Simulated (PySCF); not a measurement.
A side-by-side comparison of computed properties.

First species: Di-tert-butylphosphine oxide, C₈H₁₉OP.
Bonds: C1–C2, C2–C3, C2–C4, C2–P5, P5–O6 (double), P5–C7, C7–C8, C7–C9, C7–C10. Hydrogens: H11, H12, H13 on C1; H14, H15, H16 on C3; H17, H18, H19 on C4; H20 on P5; H21, H22, H23 on C8; H24, H25, H26 on C9; H27, H28, H29 on C10.

Second species: C5H14OS2Si2.
SMILES: `C[Si](C)(C)O[SiH]1SCCS1`

Levels: PBE0/pcSseg-1 for HOMO energy, LUMO energy and HOMO–LUMO gap. Geometries: PBE0-D3(BJ)/def2-SVP. Each species is one conformer at its optimised geometry, gas phase, non-relativistic unless stated. Electronic properties by PySCF.

Dipoles, sizes and rotational constants follow the conformer. The torsions of the flexible species, by atom-mapped SMILES:
- `[CH3:1][C:2]([CH3:3])([CH3:4])[PH:5](=[O:6])[C:7]([CH3:8])([CH3:9])[CH3:10]`: C1–C2–P5–O6 -175°, C2–P5–C7–C8 -57°

The conformers of `C[Si](C)(C)O[SiH]1SCCS1` aren't listed.

Values for the first species:

* HOMO energy: -7.21 eV
* LUMO energy: 0.89 eV
* HOMO–LUMO gap: 8.10 eV

(1) Estimate the same properties for the second species, and the change in each.

## Answers

(1) 
| property | first | second | second less first |
| --- | --- | --- | --- |
| HOMO energy | -7.21 eV | -7.04 eV | +0.17 eV |
| LUMO energy | 0.89 eV | -0.16 eV | -1.05 eV |
| HOMO–LUMO gap | 8.10 eV | 6.88 eV | -1.22 eV |

